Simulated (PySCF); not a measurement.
**Two-photon absorption: SMILES [SiH3]/C1=C\CCCCCC1, C8H16Si**

Cartesian coordinates in Å; atom numbers follow the order of the lines, from 1:
```xyz
25

Si    2.1908   -0.3013    1.1169
C     1.1783   -0.4660   -0.4569
C     0.7078    0.5837   -1.1558
C     0.3858    1.9099   -0.5738
C    -1.1053    1.8048   -0.1703
C    -1.5060    0.5390    0.6068
C    -1.7263   -0.7814   -0.1821
C    -0.7216   -1.9345   -0.0117
C     0.6030   -1.8110   -0.7959
H     2.9362    0.9926    1.1615
H     1.3728   -0.4028    2.3705
H     3.1787   -1.4254    1.1499
H     0.1897    0.3660   -2.1032
H     0.5203    2.7511   -1.2733
H     0.9978    2.1155    0.3201
H    -1.3683    2.6921    0.4303
H    -1.7239    1.8673   -1.0833
H    -0.7870    0.3670    1.4262
H    -2.4556    0.7814    1.1113
H    -1.8491   -0.5575   -1.2565
H    -2.7025   -1.1867    0.1309
H    -0.4954   -2.0473    1.0637
H    -1.2146   -2.8758   -0.3097
H     0.3891   -1.8726   -1.8778
H     1.2634   -2.6571   -0.5431
```

The calculation used PySCF, TDDFT CAM-B3LYP/def2-SVPD excited states, vertical, gas phase. Geometry: PBE0-D3(BJ)/def2-SVP.

Problem. How strongly do the lowest singlets absorb one photon, and two photons of half the energy?

Solution. δ for parallel linear polarisation; σ at the peak of a Lorentzian of half width 0.1 eV, single beam; Ω is circular over linear.
```
state  E (eV)      f  photon λ (nm)  δ (au)  σ (GM)     Ω                                main
   S1    5.75  0.152            431     9.3    0.11  0.83                      HOMO→LUMO 0.90
   S2    6.71  0.024            370    26.6    0.44  1.23  HOMO−1→LUMO 0.50, HOMO→LUMO+1 0.24
   S3    6.80  0.042            365    52.4    0.89  0.91  HOMO→LUMO+1 0.61, HOMO−1→LUMO 0.20
   S4    6.96  0.047            356    12.2    0.22  1.09                    HOMO→LUMO+2 0.74
   S5    7.03  0.060            353    10.7    0.19  1.47  HOMO→LUMO+4 0.43, HOMO→LUMO+3 0.35
   S6    7.37  0.009            336    46.9    0.93  1.05  HOMO→LUMO+3 0.35, HOMO→LUMO+5 0.28
```

Among these, the strongest one-photon state is S1, the strongest two-photon state S6, with a dipole change of 7.6 D (relaxed, norm of the difference vector).
